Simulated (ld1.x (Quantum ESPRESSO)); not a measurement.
**Before and after: RRKJ potential for selenium**

* Element: selenium
* Generator: ld1.x (Quantum ESPRESSO) 7.5
* Type: norm-conserving RRKJ (Kleinman–Bylander form)
* Functional: LDA (PZ)
* Relativity: scalar-relativistic
* Frozen core: [Ar]
* Valence charge: 16
* Reference configuration: 3d10 4s1 4p5
* Partial waves: 4s (bound): rc 1.50 bohr; 4p (bound): rc 1.50 bohr; 3d (bound): rc 1.10 bohr
* Local potential: the d channel
* Core correction: none
* rho0: 0.01

All-electron outer shells of the reference configuration (LDA (PZ), scalar-relativistic, ld1.x):

```tsv
shell	level (eV)	outermost node (bohr)	outermost maximum (bohr)
3s	-214.27	0.24	0.50
3p	-154.30	0.21	0.50
3d	-54.96	–	0.45
4s	-18.32	0.70	1.49
4p	-7.27	0.74	1.77
```

Change: wave 4s (bound): rc 1.50 bohr becomes 4s (bound): rc 1.82 bohr.

Cutoffs: the cutoffs (Ry, on a coarse ladder) from which the occupation-weighted sum of valence levels, in a spherical-Bessel basis at the reference potential, stays within 10 and 1 mRy of its value at 400 Ry; they do not see the model core or the augmentation charge, which bear on the density cutoff. Errors are all-electron minus pseudo energies relative to the spin-unpolarised reference configuration.

How do hardness, ghosts and transferability respond?

Both files keep a bound ghost (p, s); of the 9 tests that both files solve, the error grows in 4 and shrinks in 2 by more than 15 % and 0.3 meV (median size 1.5 → 2.1 meV).

```tsv
quantity	base	changed
cutoff, loose	260 Ry	260 Ry
cutoff, tight	over 300 Ry	over 300 Ry
loose cutoff by channel (10 mRy a level)	s 45 Ry, p 8 Ry, d 200 Ry	s 35 Ry, p 8 Ry, d 200 Ry
bound ghosts	s, p	s, p
error for 3d10 4s2 4p4, meV [ΔE -10.94 eV]	+1.8	-0.5
error for 3d10 4s2 4p3, meV [ΔE 0.07 eV]	-1.5	-3.9
error for 3d10 4s2 4p2, meV [ΔE 20.63 eV]	+0.2	-1.4
error for 3d10 4s2 4p4.3, meV [ΔE -12.58 eV]	+2.8	+0.8
error for 3d10 4s1 4p4, meV [ΔE 11.65 eV]	+0.4	+0.4
error for 3d10 4s2 4p3.5, meV [ΔE -6.55 eV]	-0.1	-2.5
error for 3d10 4s0 4p6, meV [ΔE 11.16 eV]	+0.3	-2.1
error for 3d10 4s1 4p5 (spin-polarised), meV [ΔE -0.70 eV]	+37	+32
error for 3d10 4s2 4p4 (spin-polarised), meV [ΔE -11.53 eV]	+18	+16
```

 A true bound ghost makes a file unfit for plane-wave use even where its test errors are small: the radial tests pick states by their node count and pass the ghost by.
